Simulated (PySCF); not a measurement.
## Calculated NMR data

- spin–spin couplings from B3LYP/pcJ-1 (spin–dipole term left out of most H,H and C,H couplings)
- coordinates at the GFN2-xTB level
- GIAO PBE0/pcSseg-1 shieldings
- program: PySCF 2.14.0 with density-fitted response routines
- averaged over atoms made equivalent by symmetry, fast rotation or ring inversion, no solvent model, non-relativistic Hamiltonian, single conformer

Chemical shifts δ = σref − σ; TMS for 1H (31.72 ppm), 13C (186.93 ppm), all at this level. Multiplet labels drop J under 1 Hz and among equivalent protons, and merge close values. Unscaled 3J(H,H) run several per cent high. Splittings of carbon signals by F and P are missing where no couplings were computed. Where no couplings were computed, multiplicities follow the n + 1 count of equivalent neighbours, and m marks all less simple cases (inequivalent or close neighbours, rings, F or P nearby). Shifts are as computed. Against solution values, carbons near 30 ppm lie about +3 ppm off and those near 130 ppm about +5 ppm. Of 1211 compounds with measured shifts, 218 miss one by over three times the rms of a fit or turn the order of signals round; such compounds aren't used in these exercises. OH and NH positions are gas-phase values without hydrogen bonding to other molecules.

Compound 1 (C7H9N). 1H NMR (600 MHz, computed): δ 7.45 (dd, J = 9.2, 8.4 Hz, 2H), 6.89 (t, J = 8.4 Hz, 1H), 6.64 (d, J = 9.2 Hz, 2H), 3.10 (br s, 1H), 2.94 (s, 3H). 13C{1H} NMR (computed): δ 153.7 (C), 135.0 (CH), 121.5 (CH), 115.1 (CH), 31.9 (CH3). Structure: N-methylaniline (SMILES CNc1ccccc1).

Compound 2 (C6H12FOP). 1H NMR (600 MHz, computed): δ 5.53 (m, 1H), 3.58 (m, 2H), 3.44 (s, 3H), 2.41 (m, 2H), 2.18 (m, 2H), 2.16 (m, 2H). 13C{1H} NMR (computed): δ 91.1 (CH), 72.1 (CH2), 60.4 (CH3), 35.4 (CH2), 35.1 (CH2). Structure: `COCCP1CC(F)C1`.
